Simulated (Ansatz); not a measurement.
One change: `C[SiH](C)C` becomes `CO[SiH](C)C`.

Ansatz, PBE0-D4/def2-TZVP geometries, multiplicity 1. Each molecule was computed in one conformer, which needn't be the lowest.

```json
{"property": "LUMO energy (PBE/def2-TZVPP) / eV", "`C[SiH](C)C`": "0.34"}
{"property": "size of the dipole moment (PBE/def2-TZVPP) / D", "`C[SiH](C)C`": "0.61"}
{"property": "LUMO energy (B3LYP/def2-TZVPP) / eV", "`C[SiH](C)C`": "0.77"}
{"property": "HOMO energy (PBE0/def2-TZVPP) / eV", "`C[SiH](C)C`": "-8.54"}
{"property": "HOMO energy (PBE/def2-TZVPP) / eV", "`C[SiH](C)C`": "-7.22"}
{"property": "ideal-gas entropy at 298 K and 1 bar (rigid rotor, harmonic PBE0-D4/def2-TZVP) / J/(mol·K)", "`C[SiH](C)C`": "331"}
```

Question: Give the same properties after the change, and the shifts. (An estimate is asked.)

Answer: Ansatz gave: 
```
                                                                                  property  `CO[SiH](C)C`  shift
                                                         LUMO energy (PBE/def2-TZVPP) / eV           0.38   0.04
                                            size of the dipole moment (PBE/def2-TZVPP) / D           0.76   0.15
                                                       LUMO energy (B3LYP/def2-TZVPP) / eV           0.88   0.11
                                                        HOMO energy (PBE0/def2-TZVPP) / eV          -7.77   0.77
                                                         HOMO energy (PBE/def2-TZVPP) / eV          -6.28   0.94
ideal-gas entropy at 298 K and 1 bar (rigid rotor, harmonic PBE0-D4/def2-TZVP) / J/(mol·K)            374     43
```

With PBE0 the HOMO rises by 0.77 eV and the LUMO rises by 0.09 eV, so the gap narrows by about 0.68 eV. PBE moves the HOMO by 0.94 eV and ωB97M-V by 0.67 eV. The zero-point energy changes by 15.5 kJ/mol with +3 modes. Dipoles are sizes alone; their direction can turn.

B3LYP here is the variant with VWN-RPA as its local correlation; programs differ in this.
